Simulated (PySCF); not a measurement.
## Krypton: highly charged ions in a basis for the neutral atom

Kr⁹⁺ [Ar] 3d9, Kr¹⁰⁺ [Ar] 3d8. Computed with PySCF 2.14 in pcseg-2, with the non-relativistic Hamiltonian (point nucleus). No spin-orbit coupling, so a gap to NIST mixes the basis error with missing relativistic terms.

Changed run: basis of the neutral atom used for a highly charged ion. This setting is unsound on purpose.

```tsv
species	method	sound run (hartree)	changed run (hartree)	converged
Kr⁹⁺	UHF	not run	-2725.45820	yes
Kr⁹⁺	TPSS	not run	-2726.72824	yes
Kr⁹⁺	BP86	not run	-2727.05579	yes
Kr¹⁰⁺	UHF	not run	-2715.48769	yes
Kr¹⁰⁺	TPSS	not run	-2716.70792	yes
Kr¹⁰⁺	BP86	not run	-2717.01091	yes
```

Ionisation energy of Kr⁹⁺:

```json
{"method": "UHF", "changed run (eV)": "271.31", "NIST (eV)": "268 ± 3"}
{"method": "TPSS", "changed run (eV)": "272.67", "NIST (eV)": "268 ± 3"}
{"method": "BP86", "changed run (eV)": "273.34", "NIST (eV)": "268 ± 3"}
```

The contracted functions were made for the neutral atom and can be too rigid for a highly charged ion.
